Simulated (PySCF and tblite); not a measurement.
Values are calculated unless marked as measured or tabulated.
C₅H₄F₂SSe, numbered as in [F:1][CH:2]([F:3])[c:4]1[cH:5][cH:6][c:7]([SeH:8])[s:9]1.

Geometries GFN2-xTB; weights from PBE0-D3(BJ)/pcSseg-1 (IEF-PCM, acetonitrile) energies and GFN2-xTB thermal corrections, with symmetry numbers and mirror pairs. Conformers within 2.5 kcal/mol (GFN2-xTB free energy) were kept, 4 at most. GIAO shieldings: PBE0/pcSseg-1 (IEF-PCM, acetonitrile). Shifts are against TMS (¹H), TMS (¹³C), CFCl3 (¹⁹F), Me2Se (⁷⁷Se) at the same level. Run with PySCF (density fitting) and tblite.

Torsions listed: F1–C2–C4–S9, S9–C7–Se8–H8.

```json
{"conformer": "1", "shape": "59°, 0°", "symmetry": "Cs", "E(GFN2) kcal/mol": "0.68", "E(DFT) kcal/mol": "0.00"}
{"conformer": "2", "shape": "-121°, 0°", "symmetry": "Cs", "E(GFN2) kcal/mol": "0.00", "E(DFT) kcal/mol": "1.31"}
```

(1) How much do the weights at 298.15 K and the averaged shift of H5 depend on how the conformers are weighted?

The minima are those of GFN2-xTB; planar forms about aryl–S or allylic bonds may be saddles in DFT. Spin–orbit effects of the heavy atoms on shieldings are missing.

Results:

(1) 
```
                                                              weighting  1 (%)  2 (%)  δ (ppm)  rms dipole (D)
DFT energy with thermal terms, symmetry and mirror images (full scheme)     87     13     7.64            2.65
                             DFT energy with symmetry and mirror images     90     10     7.63            2.65
                                                        bare DFT energy     90     10     7.63            2.65
                        GFN2-xTB energy with symmetry and mirror images     24     76     7.81            2.72
                                                   GFN2-xTB free energy     19     81     7.82            2.73
                                                leading conformer alone    100      0     7.61            2.64
                                                          equal weights     50     50     7.74            2.69
```

The largest departure from the full scheme, 0.18 ppm, comes with: GFN2-xTB free energy.


Conformer gaps in pcSseg-1 on xTB geometries can be 2 kcal/mol off for S=O, P=O and other polar bonds.